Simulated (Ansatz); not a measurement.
The pair A = aminoborane (SMILES BN) (first 6 atoms), B = H2O (SMILES O); geometry from B3LYP-D3(BJ)/def2-TZVP.
(charge 0, multiplicity 1):
| atom | x (Å) | y (Å) | z (Å) |
|---|---|---|---|
| B | 0.5618 | -0.4926 | -0.1492 |
| N | -0.5118 | 0.2576 | 0.2974 |
| H | 0.7441 | -0.6378 | -1.3199 |
| H | 1.2952 | -0.9858 | 0.6582 |
| H | -0.6978 | 0.4053 | 1.2812 |
| H | -1.1661 | 0.7046 | -0.3237 |
| O | -0.1924 | 0.1566 | 3.3144 |
| H | 0.7599 | 0.1767 | 3.1646 |
| H | -0.3897 | -0.7570 | 3.5488 |

Correlated levels freeze the cores. MP2 and its Hartree–Fock in aug-cc-pVQZ are density fitted.

Programs: Ansatz (Gaussian basis) for Hartree–Fock, density functionals and correlated methods. Values without a source in brackets are computed.

Total energies (hartree), monomers frozen at their geometry in the pair:

```csv
structure,HF/aug-cc-pVDZ,HF/aug-cc-pVQZ,MP2/aug-cc-pVDZ
AB,-157.5494696,-157.6014359,-158.0495350
A in the pair's basis,-81.5051500,-81.5330014,-81.7821920
B in the pair's basis,-76.0413173,-76.0655006,-76.2618375
A,-81.5050163,-81.5329947,-81.7817375
B,-76.0409820,-76.0654628,-76.2608719
```

Q: Work out the interaction energy without and with the counterpoise correction, and the superposition error, for each level.

A: 
E(AB) − E(A) − E(B), times 627.509 kcal/mol, with the monomers in their own basis and then in the pair's basis:
- HF/aug-cc-pVDZ: -2.18 uncorrected, -1.88 corrected; the monomers gain 0.29 kcal/mol from borrowed functions
- HF/aug-cc-pVQZ: -1.87 uncorrected, -1.84 corrected; the monomers gain 0.03 kcal/mol from borrowed functions
- MP2/aug-cc-pVDZ: -4.35 uncorrected, -3.45 corrected; the monomers gain 0.89 kcal/mol from borrowed functions

Ansatz is a quantum-chemistry and plane-wave program.
